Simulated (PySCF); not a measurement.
Some computed properties have been withheld. Give your best values.

Compound: C4H9F3Si2.
SMILES: `FC(F)(F)[C@@H]1CC[SiH2][SiH2]1`

```tsv
property	level	value
point group	PBE0-D3(BJ)/def2-SVP	C1
rotational constants A, B, C	PBE0-D3(BJ)/def2-SVP	?
dipole moment	B3LYP/def2-SVPD	2.59 D
HOMO energy	B3LYP/def2-SVPD	-7.73 eV
LUMO energy	B3LYP/def2-SVPD	-0.40 eV
lowest singlet excitation	TDDFT B3LYP/def2-SVPD	6.41 eV (193 nm, f = 0.037)
strongest line among the 10 lowest singlet transitions	TDDFT B3LYP/def2-SVPD	?
lowest triplet excitation (Tamm–Dancoff)	TDA B3LYP/def2-SVPD	?
static isotropic polarisability	B3LYP/def2-SVPD	104.2 au
vertical ionisation energy	ΔSCF B3LYP/def2-SVPD	9.74 eV
electronic spatial extent ⟨r²⟩ about the centre of nuclear charge	B3LYP/def2-SVPD	?
13C chemical shifts (computed TMS as zero) by class	GIAO B97-2/pcSseg-1	132.2 (1 C), 36.1 (1 C), 27.6 (1 C), 10.9 (1 C) ppm
1H chemical shifts (computed TMS as zero) by class	GIAO B97-2/pcSseg-1	3.91 (1 H), 3.88 (1 H), 3.84 (1 H), 3.79 (1 H), 2.33 (1 H), 1.45 (1 H), 1.38 (1 H), 1.28 (1 H), 0.55 (1 H) ppm
isotropic shieldings of nuclei other than C and H, by class	GIAO B97-2/pcSseg-1	257 (3 F), 419 (1 Si), 419 (1 Si) ppm
core binding energies	ΔSCF SCAN, pcX-2 on the ionised atom, pcseg-1 elsewhere, spin-free X2C, 2p3/2 from a spin–orbit splitting computed afterwards within the 2p shell	?
```

Electronic properties: PySCF, gas phase, density fitting. NMR classes are plain means over equivalent atoms (diastereotopic ones count apart unless rotation or inversion swaps them), as if these changed places fast; in this geometry the members of some classes differ.

(1) Give the rotational constants A, B, C.

(2) Give the lowest triplet excitation (Tamm–Dancoff).

(3) The electronic spatial extent ⟨r²⟩ about the centre of nuclear charge?

(4) What are the core binding energies?

(5) The strongest line among the 10 lowest singlet transitions?

## Answers

(1) 2.168, 0.740, 0.631 GHz.

(2) 5.84 eV.

(3) 1789 bohr².

(4) Si2p3/2 106.4, Si2p3/2 106.5, C1s 290.4, C1s 290.9, C1s 291.1, C1s 297.9, F1s 693.6 (×3), Si1s 1846.1, Si1s 1846.2 eV.

(5) S4 at 7.18 eV (173 nm, f = 0.199).

The vertical singlet–triplet gap S1 − T1 is 0.57 eV (TDDFT singlet less Tamm–Dancoff triplet; S1: HOMO→LUMO, weight 0.90; T1: HOMO→LUMO+1, weight 0.53, beside HOMO→LUMO, weight 0.40). In atomic units the dipole is 1.02 e·bohr (1 au = 2.5417 D). The rotational constants make it an asymmetric top with κ = (2B − A − C)/(A − C) = -0.86, nearer the prolate limit (−1). The ΔSCF ionisation energy exceeds −ε(HOMO) by 2.01 eV with B3LYP.

For the geometry optimisation (PBE0-D3(BJ)/def2-SVP), hardware: one thread of an Arm Neoverse V1, no GPU, shared host. Cost: 2.7 min of wall time, 0.77 GiB resident at most.

One conformer stands for the species.
